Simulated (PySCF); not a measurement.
**How methods differ on the ionisation energy of Dy⁺**

Dy⁺ [Xe] 4f10 6s1 (high-spin determinant) → Dy²⁺ [Xe] 4f10 (high-spin determinant), as a difference of total energies. Computed with PySCF 2.14 in Sapporo-DKH3-TZP-2012 (11s9p7d5f3g1h, 146 functions), with scalar relativity by spin-free X2C-1e. Correlated levels: valence: [Kr] 4d10 frozen; valence and next inner shell: [Ar] 3d10 frozen. The calculations carry no spin-orbit coupling.

| method | ionisation energy (eV) |
| --- | --- |
| UHF | 10.801 |
| LDA | 12.027 |
| PBE0 | 11.620 |
| r2SCAN | 11.545 |
| MP2 (valence) | 11.628 |
| SCS-MP2 (valence) | 11.440 |
| MP2 (valence and next inner shell) | 11.675 |

Q: Estimate what SCS-MP2 (valence and next inner shell) gives.

A: 11.486 eV, closest to SCS-MP2 (valence) among the rows shown.

Q: Estimate what PBE gives.

A: 11.832 eV, closest to MP2 (valence and next inner shell) among the rows shown.

The determinant of Dy²⁺ and of Dy⁺ mixes LS terms, which raises its energy above the lowest term, most at the Hartree-Fock and MP2 levels.

For comparison: 11.647 ± 0.02 eV (semi-empirical (NIST evaluation); NIST Atomic Spectra Database, ionization energies).
